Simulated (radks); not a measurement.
Results of a calculation; reference values are marked as such.
Task: These are the eigenvalues of the occupied orbitals of an atom or ion with whole-number occupations (eV). Level of theory: Dirac Kohn-Sham, LDA (Slater exchange, Perdew-Wang correlation), spin-unpolarised, spherical densities, point nucleus (a radial shooting solver on a logarithmic mesh with Libxc functionals).

1s1/2: -44956.15
2s1/2: -7324.328
2p1/2: -6939.408
2p3/2: -6379.957
3s1/2: -1614.693
3p1/2: -1449.387
3p3/2: -1337.000
3d3/2: -1048.666
3d5/2: -1024.302
4s1/2: -337.3852
4p1/2: -274.3729
4p3/2: -249.3856
4d3/2: -145.3810
4d5/2: -140.8878
5s1/2: -54.8925
5p1/2: -36.9694
5p3/2: -33.1427
4f5/2: -20.4533
5d3/2: -10.1499
6s1/2: -9.5967

Which element is it, and in what charge state? The configuration may be excited. Open shells, if any, fill j = l - 1/2 first.

Result: Z = 61, promethium, charge +1: Pm+ in [Xe] 4f3 5d2 6s1. The list shows which subshells hold electrons but not how many an open one holds; the 1s level, -1652.1 hartree, gives Z - s = 57.5 by -(Z - s)^2/2, which with screening and relativity narrows Z to a few neighbours, and the depths of the outer levels then fix element, charge and occupations together.
